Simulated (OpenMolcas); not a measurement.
V4+, Nb4+, Ta4+: d down the group

* Program: OpenMolcas
* Method: CASSCF
* Basis: ANO-R2
* Scalar Hamiltonian: X2C, finite nucleus
* Spin-orbit coupling: RASSI with atomic mean-field integrals over the reference wave functions, term energies averaged over their components

Active space for each ion: 1 electron in 5 orbitals (d).

Computed levels in cm-1 above 2D 3/2:

```
                               Level  V4+  Nb4+  Ta4+
                              2D 5/2  588  1810  7225
weight of 2D in the lowest level (%)  100   100   100
```

Measured, with the error of the calculation in %. Measured levels: V4+ from Sugar and Corliss, J. Phys. Chem. Ref. Data 7, 1191 (1978); Nb4+ from Moore, Atomic Energy Levels, vol. II, NSRDS-NBS 35 (1971 reprint of NBS Circular 467, 1952).

```json
{"Level": "2D 5/2", "V4+": "625 (-5.8)", "Nb4+": "1870 (-3.2)"}
```

The fine-structure level 2D 5/2 changes by a factor of 12.3 from V4+ to Ta4+.

With one active electron the reference holds no correlation, so core polarisation is missing. Measured partners are found by configuration, term and J. A level has none where our copy of the source lacks it or the pairing is in doubt (some pairs that miss far off the trend of their configuration count as doubtful), and it then counts in no deviation. Levels of configurations outside the active space are missing.
